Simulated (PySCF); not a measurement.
Simulated Si 1s region for `[SiH3]N[SiH2]N[SiH3]`, binding energy against the vacuum level.

Every computed line was given a Gaussian of 0.4 eV full width at half maximum and an area set by the number of equivalent atoms; the highest printed point is 100. Computed, not measured: delta-SCF UKS SCAN, pcX-2 on the ionised atom, pcseg-1 elsewhere, spin-free X2C in PySCF.

```csv
binding energy (eV),intensity
1846.3,0
1846.4,1
1846.5,6
1846.6,19
1846.7,46
1846.8,79
1846.9,100
1847.0,95
1847.1,68
1847.2,37
1847.3,15
1847.4,5
1847.5,1
1847.6,0
```

Question: Count the maxima, the lines and the sites behind this envelope.

Answer: The curve has 1 maximum (at 1846.9 eV). Under it lie 2 lines from 2 inequivalent silicon sites. At this width some lines have no maximum of their own.

Question: Decompose the envelope and assign each component. Numbering: `[SiH3:1][NH:2][SiH2:3][NH:4][SiH3:5]`.

Answer: 
```
position (eV)  relative area   line    atoms   environment
      1846.89              2  Si 1s  Si1/Si5  SiH3 silicon
      1847.04              1  Si 1s      Si3  SiH2 silicon
```

The 2 Si 1s values lie within 0.15 eV of each other; Gaussian lines of 0.5 eV full width would blend them into one maximum.

The curve has no shake-up lines and no vibrational structure. Atoms equivalent by their bonding share one computed value, that of the first of them. Isolated species at its PBE0-D3(BJ)/def2-SVP geometry (one conformer only).

Hardware: one thread, Arm Neoverse N1 (aarch64), shared host with 64 logical CPUs at a one-minute load of 60. Cost: 59 s wall, 0.62 GiB resident at most.

Conformer computed: `[SiH3:1][NH:2][SiH2:3][NH:4][SiH3:5]`: Si1–N2–Si3–N4 124°, N2–Si3–N4–Si5 125°.
